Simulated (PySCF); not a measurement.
# From computed data to an observable: oscillator strength and radiative lifetime

C2H7AlOS, SMILES C[O][AlH][S]C.

Geometry: ωB97X-D3(BJ)/def2-SVP. The structure was generated by enumeration; whether it is a known compound was not checked. One conformer was computed; it need not be the lowest.

TDDFT-LC-ωPBE/def2-SVPD (PySCF) puts the first singlet state with f over 0.02 at 6.38 eV (vertical), with the transition dipole (0.288, -0.330, 0.639) in atomic units.

Problem. Find the oscillator strength, the wavelength and the radiative lifetime that this transition would have in vacuum if emission retraced absorption.

Solution. 
|μ|² = 0.6002 au, so |μ| = 1.97 D. ΔE = 6.38/27.211 = 0.2345 hartree. f = (2/3) ΔE |μ|² = 0.094 (the program prints 0.094).
λ = 1239.84/6.38 = 194 nm; ν = 51458 cm⁻¹.
Einstein's coefficient A = 0.6670 ν² f s⁻¹ (ν in cm⁻¹) = 1.7e8 s⁻¹, so τ = 1/A = 6.0 ns. This state is S2; the lower singlet has f = 0.005. The figure is the radiative limit of this one transition; relaxation, internal conversion, crossing to triplets and a medium change what is measured.
